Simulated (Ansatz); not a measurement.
Frontier orbitals of AlH$_{6}$NSSi$_{2}$, SMILES `[SiH3][SiH]1[NH][AlH][S]1`.

| atom | x (Å) | y (Å) | z (Å) |
| --- | --- | --- | --- |
| Si1 | -0.695 | -1.927 | -0.176 |
| Si2 | 0.473 | -0.069 | 0.639 |
| N3 | 0.993 | 1.048 | -0.583 |
| Al4 | -0.017 | 2.418 | -0.058 |
| S5 | -0.875 | 1.306 | 1.620 |
| H6 | -1.262 | -2.726 | 0.945 |
| H7 | -1.804 | -1.465 | -1.055 |
| H8 | 0.203 | -2.811 | -0.972 |
| H9 | 1.557 | -0.498 | 1.568 |
| H10 | 1.650 | 0.849 | -1.318 |
| H11 | -0.223 | 3.875 | -0.610 |

Total charge 0; spin multiplicity 1. The geometry is a stationary point of PBE0-D4/def2-TZVP. Basis def2-TZVPP, the Gaussian-basis code of Ansatz.

```tsv
functional	HOMO (eV)	LUMO (eV)
LC-ωPBE	-9.79	1.20
```

Q: Give HOMO and LUMO (eV) with LDA (SPW92), PBE, revPBE, BLYP, r2SCAN, B97M-V, PBE0, B3LYP, r2SCANh, r2SCAN0, HSE06 (plane-wave form), BHLYP, CAM-B3LYP, ωB97X-V, ωB97M-V, HF. (Estimate.)

A: Computed: 
```
             functional   HOMO   LUMO
            LDA (SPW92)  -6.24  -1.74
                    PBE  -6.13  -1.52
                 revPBE  -6.09  -1.42
                   BLYP  -5.94  -1.39
                 r2SCAN  -6.39  -1.19
                 B97M-V  -6.51  -1.39
                   PBE0  -7.24  -0.77
                  B3LYP  -7.00  -0.96
                r2SCANh  -6.80  -0.94
                r2SCAN0  -7.40  -0.57
HSE06 (plane-wave form)  -6.85  -1.14
                  BHLYP  -8.20   0.00
              CAM-B3LYP  -8.47   0.15
                ωB97X-V  -9.47   1.09
                ωB97M-V  -9.28   0.81
                     HF  -9.75   1.90
```

B3LYP here is the variant with VWN-RPA as its local correlation; programs differ in this. LC-ωPBE has ω = 0.4 bohr⁻¹. Positive LUMOs are unbound and depend on the basis.
